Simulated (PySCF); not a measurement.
Screening by computed properties: pick the candidate that meets the target.

Each SMILES stands for a single optimised conformer of the isolated species, non-relativistic unless stated. Electronic properties by PySCF.

The conformers computed, where there is a choice (atom-mapped SMILES and torsion angles):
- `[CH3:1][O:2][SiH:3]([O:4][CH3:5])[N:6]([CH3:7])[CH:8]=[O:9]`: C1–O2–Si3–O4 -176°, O2–Si3–O4–C5 54°, O2–Si3–N6–C7 119°, Si3–N6–C8–O9 2°
- `[N:1]#[C:2][CH2:3][SiH2:4][C@@H:5]([CH2:6][SiH3:7])[SiH2:8][Cl:9]`: C2–C3–Si4–C5 -166°, C3–Si4–C5–C6 -179°, Si4–C5–C6–Si7 -166°, Si4–C5–Si8–Cl9 -66°
- `[CH2:1]=[CH:2][C:3](=[CH2:4])[Si@H:5]([PH2:6])[C:7]([CH3:8])=[O:9]`: C1–C2–C3–C4 -179°, C2–C3–Si5–P6 178°, C3–Si5–C7–C8 -142°, H–P6–Si5–C3 -173°, H–P6–Si5–C3 -81°

The conformers of `CN(C)[Si@H](O)CC(=O)O`, `C[C@@H](OC=O)O[Si@@H](C)N`, `CN[Si@@H](O)O[C@@H](C)C=O` and `C[C@@H](CC(=O)O)O[SiH2]N` aren't listed.

(1) Wanted: HOMO energy between -7.2 eV and -6.8 eV (PBE0/pcSseg-1) and HOMO–LUMO gap below 6.7 eV (PBE0/pcSseg-1), at GFN2-xTB geometries. Which candidate meets both?
A. `CN([SiH](OC)OC)C=O`
B. `C=CC(=C)[Si@H](P)C(C)=O`
C. `C[C@@H](OC=O)O[Si@@H](C)N`
D. `CN(C)[Si@H](O)CC(=O)O`
E. `C(C[C@H](C)O[SiH2]N)(=O)O`
F. `[SiH2]([C@@H]([SiH2]CC#N)C[SiH3])Cl`
G. `[C@@H](C)(O[Si@H](O)NC)C=O`

Answers

(1) G. Computed values:
```csv
species,HOMO energy,HOMO–LUMO gap
[SiH2]([C@@H]([SiH2]CC#N)C[SiH3])Cl,-8.26 eV,8.10 eV
C(C[C@H](C)O[SiH2]N)(=O)O,-7.63 eV,7.94 eV
CN([SiH](OC)OC)C=O,-7.42 eV,7.66 eV
C[C@@H](OC=O)O[Si@@H](C)N,-7.06 eV,7.08 eV
[C@@H](C)(O[Si@H](O)NC)C=O,-6.86 eV,5.72 eV
C=CC(=C)[Si@H](P)C(C)=O,-6.67 eV,5.48 eV
CN(C)[Si@H](O)CC(=O)O,-6.46 eV,6.39 eV
```
